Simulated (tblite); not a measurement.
Species: C3H10FOSi2 (doublet state).
Atom-mapped SMILES: `[CH3:1][CH:2]([CH3:3])[SiH:4][O:5][SiH2:6][F:7]` (hydrogens: H8, H9, H10 on C1; H11 on C2; H12, H13, H14 on C3; H15 on Si4; H16, H17 on Si6)

Structure used (GFN2-xTB), in Å, numbered top down from 1:
```xyz
17
C3H10FOSi2 angstrom
C     -1.0528    1.1919    0.5127
C     -1.2441    0.1006   -0.5407
C     -1.4885   -1.2447    0.1408
Si     0.2722    0.0565   -1.7114
O      1.6416   -0.2104   -0.8509
Si     2.6278   -0.2366    0.4122
F      1.9128   -1.1041    1.5623
H     -0.1867    0.9710    1.1345
H     -0.9058    2.1662    0.0495
H     -1.9269    1.2506    1.1612
H     -2.1301    0.3522   -1.1337
H     -1.6843   -2.0243   -0.5924
H     -0.6207   -1.5355    0.7286
H     -2.3452   -1.1822    0.8117
H      0.5428    1.3310   -2.3820
H      3.8119   -0.9616    0.0049
H      2.7689    1.0915    0.9817
```

Level: GFN2-xTB in tblite, geometry and Hessian alike; calculated harmonic values, unscaled, isolated species. Against measured fundamentals such values can be off by several per cent, at times by over 20. Modes of hydrogen on silicon can be 10 to 20 % off. One conformer, not necessarily the lowest. Open shells enter through the occupations alone, without spin polarisation, and single modes of such species can be off by tens of per cent.

Harmonic wavenumbers (cm⁻¹): 29.3, 55.1, 62.6, 90.4, 141.2, 225.8, 246.3, 250.2, 262.7, 339.6, 421.8, 532.2, 544.3, 555.3, 593.6, 616.1, 693.0, 742.8, 779.3, 828.5, 937.2, 946.6, 990.7, 1040.7, 1090.0, 1126.9, 1174.0, 1268.4, 1307.4, 1410.6, 1424.3, 1495.2, 1504.6, 1507.2, 1512.8, 2215.4, 2342.2, 2395.1, 2924.5, 2997.1, 3004.7, 3016.4, 3023.2, 3028.0, 3042.2.

A = 2416, B = 1177, C = 981.8 MHz; mass 137.025 u (most abundant isotopes); point group C1, symmetry number 1; spin multiplicity 2.

What is the zero-point energy?

½Σν̃ = 27368 cm⁻¹ = 327.39 kJ/mol.

What is S at 298.15 K and 1 bar for an ideal gas of classical rigid rotors and harmonic oscillators?

Translation 170.22, rotation 121.89, vibration 145.24, spin (R ln 2) 5.76: S = 443.1 J/(mol K).

And Cp and H(298.15 K) − H(0)?

Cp = 164.95 J/(mol K), of which vibrations give 131.69 (their classical limit is 45 R = 374.2); H(298.15 K) − H(0) = 31.19 kJ/mol without the zero-point energy, 21.27 from vibrations.

What must be added to the electronic energy to get the Gibbs energy at 298.15 K and 1 bar?

ZPE + [H(298.15 K) − H(0)] − T·S = 327.39 + 31.19 − 132.11 = 226.47 kJ/mol.

Which modes carry the vibrational entropy at 298.15 K?

29.3 cm⁻¹: 24.59; 55.1 cm⁻¹: 19.35; 62.6 cm⁻¹: 18.30; 90.4 cm⁻¹: 15.28; 141.2 cm⁻¹: 11.66; 225.8 cm⁻¹: 8.00 J/(mol K); the other 39 give 48.06 together.

Blend soft modes into free rotors: weight 1/[1 + (100 cm⁻¹/ν̃)⁴] for the oscillator and the rest for a rotor with moment μB/(μ + B), μ = h/(8π²ν), B = 10⁻⁴⁴ kg m². What vibrational entropy results?

127.56 J/(mol K) in place of 145.24, which changes −T·S at 298.15 K by +5.27 kJ/mol.

How do the functions run with temperature in this model?

```json
{"T (K)": "150", "S (J/(mol K))": "351.6", "Cp (J/(mol K))": "107.2", "H − H(0) (kJ/mol)": "10.96", "G − H(0) (kJ/mol)": "-41.78", "ln q(vib)": "4.42"}
{"T (K)": "250", "S (J/(mol K))": "415.7", "Cp (J/(mol K))": "146.8", "H − H(0) (kJ/mol)": "23.68", "G − H(0) (kJ/mol)": "-80.24", "ln q(vib)": "7.48"}
{"T (K)": "400", "S (J/(mol K))": "496.6", "Cp (J/(mol K))": "199.5", "H − H(0) (kJ/mol)": "49.80", "G − H(0) (kJ/mol)": "-148.82", "ln q(vib)": "11.75"}
{"T (K)": "600", "S (J/(mol K))": "587.9", "Cp (J/(mol K))": "251.4", "H − H(0) (kJ/mol)": "95.22", "G − H(0) (kJ/mol)": "-257.54", "ln q(vib)": "17.00"}
{"T (K)": "900", "S (J/(mol K))": "700.3", "Cp (J/(mol K))": "302.2", "H − H(0) (kJ/mol)": "178.87", "G − H(0) (kJ/mol)": "-451.39", "ln q(vib)": "24.08"}
```

q(vib) and H(0) count from the zero-point level.

Hindered rotation and anharmonicity are outside this model. Other conformers, if any are populated, would add a mixing term that is left out. The structure is chiral; the term R ln 2 for an equal mix with its mirror image is left out.
